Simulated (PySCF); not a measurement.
Geometry:
| atom | x (Å) | y (Å) | z (Å) |
| --- | --- | --- | --- |
| C1 | -2.838 | -0.576 | -1.309 |
| C2 | -1.933 | -0.352 | -0.552 |
| C3 | -0.889 | -0.073 | 0.367 |
| C4 | -1.296 | 0.580 | 1.663 |
| C5 | 0.349 | -0.386 | 0.081 |
| C6 | 1.580 | -0.675 | -0.201 |
| C7 | 2.533 | 0.252 | -0.896 |
| H8 | -3.621 | -0.777 | -1.977 |
| H9 | -1.776 | 1.538 | 1.463 |
| H10 | -0.426 | 0.742 | 2.295 |
| H11 | -2.010 | -0.053 | 2.190 |
| H12 | 1.984 | -1.645 | 0.068 |
| H13 | 2.898 | -0.210 | -1.813 |
| H14 | 2.050 | 1.193 | -1.144 |
| H15 | 3.392 | 0.451 | -0.255 |

Geometry: GFN2-xTB; GIAO absolute shieldings from PySCF 2.14, gas phase, non-relativistic, averaged over equivalent atoms.

At HSE06/pcseg-1 (138 basis functions, 18 s wall time on 1 thread of an Intel Xeon 6975P-C, shared host):
```json
{"atoms": "C5", "σ (ppm)": "-24.8"}
{"atoms": "C6", "σ (ppm)": "103.8"}
{"atoms": "C3", "σ (ppm)": "104.9"}
{"atoms": "C1", "σ (ppm)": "112.5"}
{"atoms": "C2", "σ (ppm)": "116.2"}
{"atoms": "C4", "σ (ppm)": "172.5"}
{"atoms": "C7", "σ (ppm)": "178.2"}
{"atoms": "H12", "σ (ppm)": "26.35"}
{"atoms": "H8", "σ (ppm)": "29.22"}
{"atoms": "H9/H10/H11", "σ (ppm)": "29.88"}
{"atoms": "H13/H14/H15", "σ (ppm)": "29.97"}
```

Predict the values at wB97X-D/ANO-RCC-VDZP on the same geometry.

Results:


```csv
atoms,σ at wB97X-D/ANO-RCC-VDZP,change
C5,-25.4,-0.6
C6,102.7,-1.1
C3,106.2,+1.3
C1,112.2,-0.3
C2,113.4,-2.8
C4,169.2,-3.3
C7,175.5,-2.7
H12,26.23,-0.12
H8,28.55,-0.67
H9/H10/H11,30.06,+0.18
H13/H14/H15,30.17,+0.20
```

The largest change is at C4 (allylic methyl carbon). Cost: 138 basis functions, 30 s wall time on 1 thread of an Intel Xeon 6975P-C, shared host. The order of the carbon signals is the same at both levels.
